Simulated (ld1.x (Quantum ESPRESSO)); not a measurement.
# What the settings do to the TM semilocal potential of gold

Base potential:

- Element: Au
- Generator: ld1.x (Quantum ESPRESSO) 7.5
- Type: norm-conserving Troullier–Martins (semilocal form)
- Functional: LDA (PZ)
- Relativity: scalar-relativistic
- Frozen core: [Kr] 4d10 4f14 5s2
- Valence charge: 17
- Reference configuration: 5p6 5d10 6s1 6p0
- Partial waves: 5p (bound): rc 1.70 bohr; 5d (bound): rc 2.05 bohr; 6s (bound): rc 2.00 bohr
- Local potential: the s channel
- Core correction: Bessel-smoothed model core, default radius (core density twice the valence density)

All-electron outer shells of the reference configuration (LDA (PZ), scalar-relativistic, ld1.x):

```csv
shell,level (eV),outermost node (bohr),outermost maximum (bohr)
5s,-108.78,0.48,0.84
4f,-81.59,–,0.37
5p,-60.06,0.52,0.96
5d,-7.12,0.56,1.21
6s,-6.09,1.11,2.32
6p,-0.89,1.32,3.51
```

Cutoffs, loose and tight: the cutoffs (Ry, on a coarse ladder) from which the occupation-weighted sum of valence levels, in a spherical-Bessel basis at the reference potential, stays within 10 and 1 mRy of its value at 400 Ry. They do not see the model core or the augmentation charge, which bear on the density cutoff. Test errors are all-electron minus pseudo excitation energies from the reference, over the configurations 5p6 5d10 6s0 6p0; 5p6 5d9 6s0 6p0; 5p6 5d8 6s0 6p0; 5p6 5d9 6s1 6p1; 5p6 5d9 6s1 6p0; 5p5 5d10 6s1 6p0; 5p6 5d10 6s0 6p1 (two spin-polarised tests are not counted in the largest error). A dash means not determined; rows that change the core or the reference have their own tests.

A semilocal file is local in each channel, so a ghost entry of none says nothing of the separable form that plane-wave codes build from it.

```tsv
change	outcome	cutoff, loose	cutoff, tight	bound ghosts	largest test error (meV)
base	generated	50 Ry	70 Ry	none	+260
wave 5p (bound): rc 1.70 bohr becomes 5p (bound): rc 1.10 bohr	generated	140 Ry	230 Ry	none	-120
wave 5p (bound): rc 1.70 bohr becomes 5p (bound): rc 1.42 bohr	generated	70 Ry	120 Ry	none	-144
wave 5p (bound): rc 1.70 bohr becomes 5p (bound): rc 1.58 bohr	generated	55 Ry	90 Ry	none	+185
wave 5p (bound): rc 1.70 bohr becomes 5p (bound): rc 1.84 bohr	generated	45 Ry	70 Ry	none	+336
wave 5p (bound): rc 1.70 bohr becomes 5p (bound): rc 2.10 bohr	generated	45 Ry	70 Ry	none	+400
wave 5p (bound): rc 1.70 bohr becomes 5p (bound): rc 2.28 bohr	generated	45 Ry	70 Ry	none	+313
```

Question: What comes out with this change to the base: wave 5p (bound): rc 1.70 bohr becomes 5p (bound): rc 2.52 bohr?

Answer: outcome: generated; cutoff, loose: 45 Ry; cutoff, tight: 70 Ry; bound ghosts: none; largest test error (meV): -155.

Reading the sweep of the p radius (base included, trends over the rows without a ghost): The loose cutoff falls from 140 Ry at 1.1 to 45 Ry at 2.52 bohr. A larger radius leaves more room for a smooth pseudo-wave, so fewer plane waves are needed; a smaller one forces it to follow the all-electron wave where it bends sharply. The median size of the test errors (rows with all tests solved) stays near 11.9 meV.
